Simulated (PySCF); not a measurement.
N-benzylformamidinium cation, C8H11N2 (charge +1).
SMILES with atom numbers: `[NH2+:1]=[CH:2][NH:3][CH2:4][c:5]1[cH:6][cH:7][cH:8][cH:9][cH:10]1` (hydrogens: H11, H12 on N1; H13 on C2; H14 on N3; H15, H16 on C4; H17 on C6; H18 on C7; H19 on C8; H20 on C9; H21 on C10)
Bond orders are those of one Lewis drawing.

Computed by this run: PBE0-D3(BJ)/def2-SVP geometry optimisation, gas phase in PySCF; density fitting, grid level 1; the optimiser is geomeTRIC in internal coordinates, started from a GFN2-xTB structure with every atom displaced at random (about 0.01 Å).

At the end of the run (lengths in Å): N3–C4 1.468, C2–H13 1.095, C4–H15 1.102, N1–H11 1.022, C4–C5 1.507, C8–C9 1.396, C6–C7 1.396, C2–N3–C4 126.6°, N3–C4–C5 113.4°, C7–C8–C9 120.0°, N1–C2–N3 125.7°, N1–C2–N3–C4 3°, C2–N3–C4–C5 -46°, N3–C4–C5–C6 123°, H11–N1–C2–N3 6°, H13–C2–N1–H11 -174°.

Question: These geometries were met on the way; a selection of coordinates is given. Order them by energy above the end point, lowest first.
A. N3–C4 1.429, C2–H13 1.058, C4–H15 1.066, N1–H11 1.053, C4–C5 1.538, C8–C9 1.374, C6–C7 1.375, C2–N3–C4 125.2°, N3–C4–C5 111.5°, C7–C8–C9 121.1°, N1–C2–N3 125.4°, N1–C2–N3–C4 3°, C2–N3–C4–C5 -54°, N3–C4–C5–C6 118°, H11–N1–C2–N3 6°, H13–C2–N1–H11 -174°
B. N3–C4 1.467, C2–H13 1.093, C4–H15 1.100, N1–H11 1.021, C4–C5 1.509, C8–C9 1.396, C6–C7 1.395, C2–N3–C4 124.4°, N3–C4–C5 112.8°, C7–C8–C9 119.8°, N1–C2–N3 126.1°, N1–C2–N3–C4 1°, C2–N3–C4–C5 -49°, N3–C4–C5–C6 120°, H11–N1–C2–N3 4°, H13–C2–N1–H11 -176°
C. N3–C4 1.469, C2–H13 1.102, C4–H15 1.110, N1–H11 1.026, C4–C5 1.505, C8–C9 1.397, C6–C7 1.398, C2–N3–C4 125.6°, N3–C4–C5 114.2°, C7–C8–C9 119.9°, N1–C2–N3 124.9°, N1–C2–N3–C4 5°, C2–N3–C4–C5 -51°, N3–C4–C5–C6 118°, H11–N1–C2–N3 20°, H13–C2–N1–H11 -160°
D. N3–C4 1.467, C2–H13 1.095, C4–H15 1.102, N1–H11 1.022, C4–C5 1.508, C8–C9 1.396, C6–C7 1.396, C2–N3–C4 125.8°, N3–C4–C5 113.4°, C7–C8–C9 119.9°, N1–C2–N3 126.4°, N1–C2–N3–C4 3°, C2–N3–C4–C5 -48°, N3–C4–C5–C6 121°, H11–N1–C2–N3 7°, H13–C2–N1–H11 -173°

Answer: D (0.004 eV), B (0.017 eV), C (0.048 eV), A (0.214 eV).

```
step  E above end (eV)  rms distance from the end, all atoms (Å)  largest force (eV/Å)  rms shift of all bonds from the end (Å)
   7             0.004                                     0.040                 0.210                                    0.000
   3             0.017                                     0.089                 0.325                                    0.001
   1             0.048                                     0.116                 0.403                                    0.003
   0             0.214                                     0.162                 2.497                                    0.020
```

Rows stand in the order of the answer.
